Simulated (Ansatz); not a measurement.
`C[NH][AlH][SH]` + H–F → `C[NH][AlH][F]` + H₂S at 500 K and 1 bar (ligand exchange at the Al–S bond).

Program: Ansatz. Geometries: PBE0-D4/def2-TZVP. ΔE: electronic, gas phase. CCSD(T)/CBS adds triple-zeta CCSD(T) − MP2 to the extrapolated MP2 energy (def2 sets, frozen cores). This one scheme is used for every species. Each species was taken in one conformer, which may not be the lowest.

```tsv
species	CCSD(T)/CBS energy (Eh)	H − E (kJ/mol)	S (J/(mol·K))
`C[NH][AlH][SH]`	-736.22383	230.9	405.3
H–F	-100.39570	39.4	188.7
`C[NH][AlH][F]`	-437.67416	206.9	370.2
H₂S	-398.97279	57.0	224.0
```

H − E and S are ideal-gas, rigid-rotor, harmonic terms from PBE0-D4/def2-TZVP, for one conformer and one mirror image of each species. 1 Eh = 2625.50 kJ/mol, R = 8.31446 J/(mol·K).

**Question.** By hand: ΔE, ΔH, ΔS and ΔG.

**Answer.** ΔE = (-437.67416) + (-398.97279) − (-736.22383) − (-100.39570) = -0.02742 Eh = -72.0 kJ/mol. Δ(H − E) = 206.9 + 57.0 − 230.9 − 39.4 = -6.4, so ΔH = -78.4 kJ/mol. ΔS = 370.2 + 224.0 − 405.3 − 188.7 = 0.2 J/(mol·K). ΔG = -78.4 − 500 × (0.2)/1000 = -78.5 kJ/mol.

**Question.** By hand: the equilibrium constant, and the temperature at which ΔG would vanish if ΔH and ΔS stayed fixed.

**Answer.** log₁₀ K = −ΔG/(RT ln 10) = 8.2. ΔH and −TΔS have one sign here, so there is no such temperature.

The number of gas molecules stays the same, so ΔS is small and ΔH decides. A doubt of 5 kJ/mol in ΔE shifts log₁₀ K by 0.5 here. Other conformers and mirror images would add mixing entropy, several J/(mol·K) or more a flexible species. These are equilibria of isolated gas molecules and say nothing of rates. Largest T1 diagnostic: 0.012 (customary marks: 0.02 for closed shells, 0.045 for open ones).

ΔS is within the doubt of such terms, so its sign, and with it that verdict, could turn.
